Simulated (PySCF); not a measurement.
fluoro(silylmethyl)silane (CH₇FSi₂), SMILES F[SiH2]C[SiH3]. Atoms are numbered in the order given.

```xyz
11

Si    -1.7686     0.2295     0.2805
C     -0.0685     1.0781     0.2770
Si     1.3691    -0.1086     0.0745
F      0.9363    -1.2659    -1.0135
H     -1.7598    -0.9294     1.2405
H     -2.8328     1.2015     0.7155
H     -2.1084    -0.2745    -1.0924
H     -0.0531     1.8388    -0.5322
H      0.0621     1.6211     1.2387
H      1.6707    -0.7970     1.3747
H      2.5982     0.5731    -0.4562
```

Geometry: PBE-D3(BJ)/def2-SVP. Other conformers were not sampled.

Calculation: B3LYP/def2-TZVP (PySCF).

Gas-phase values at a fixed geometry.

```yaml
total_energy: -721.33979 hartree
highest_occupied_level: -8.67 eV
lowest_empty_level: -0.13 eV
orbital_gap: 8.54 eV
dipole_moment: 0.420 e·Å
quadrupole, principal values (traceless, Buckingham form, about the centre of nuclear charge): -3.41, 1.38, 2.03 D·Å
mean_static_polarisability: 64.9 bohr³ (9.62 Å³)
polarisability_principal_values: 57.8, 60.2, 76.7 bohr³
```
